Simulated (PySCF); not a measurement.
Excitations are Tamm–Dancoff values on a coarser integration grid. The basis has no diffuse functions, so Rydberg states are missing or too high.

Cartesian coordinates (Å):
```xyz
13

B      2.8403    -0.2098    -0.0694
Si     1.1339    -0.2698     0.9346
Si    -0.3777     0.1670    -0.8223
Si    -2.5574     0.2125     0.0232
H      3.2576    -1.1834    -0.6229
H      3.4060     0.8281    -0.2470
H      0.7586    -1.5879     1.5157
H      0.9374     0.7943     1.9571
H     -0.2581    -0.8904    -1.8651
H     -0.0528     1.4764    -1.4544
H     -2.6647     1.2788     1.0545
H     -3.5537     0.4787    -1.0497
H     -2.8695    -1.0974     0.6549
```
Charge 0, spin multiplicity 1.

Question: Estimate the HOMO–LUMO gap, HOMO, dipole moment, S1 oscillator strength and brightest of the four lowest singlets (TDA) that TPSSh-D3(BJ)/def2-TZVP // PBE0-D3(BJ)/def2-TZVP in PySCF returns for this input.

Answer: 
- HOMO–LUMO gap = 4.31 eV
- HOMO = -7.10 eV
- dipole moment = 0.10 D
- S1 oscillator strength = 0.200
- brightest of the four lowest singlets (TDA) = 4.19 eV
